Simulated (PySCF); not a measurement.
Computed Raman spectrum (relative Raman activity) of a molecule C4H5ClSi. Coordinates come from a B3LYP-D3(BJ)/def2-SVP optimisation. One conformer was computed; it need not be the lowest. Method: B3LYP-D3(BJ)/def2-SVP run with PySCF. Frequencies are harmonic and unscaled.

Lines under 2 % of the strongest are left out, and lines within 2 cm⁻¹ are merged.

ν (cm⁻¹): 386 (vw), 666 (w), 699 (vw), 741 (w), 771 (vw), 947 (w), 1099 (vw), 1570 (m), 1621 (vw), 2220 (s), 2224 (vs), 3174 (m), 3211 (s), 3229 (m) (against the strongest line: vs over 80 %, s over 45 %, m over 15 %, w over 4 %, vw less)

**Question.** Which structure fits?
A) C#C[SiH2]/C=C/Cl
B) C#CC(=C)[SiH2]Cl
C) ClC1=C[SiH2]C=C1
D) C#C/C(Cl)=C\[SiH3]

**Answer.** C, ClC1=C[SiH2]C=C1
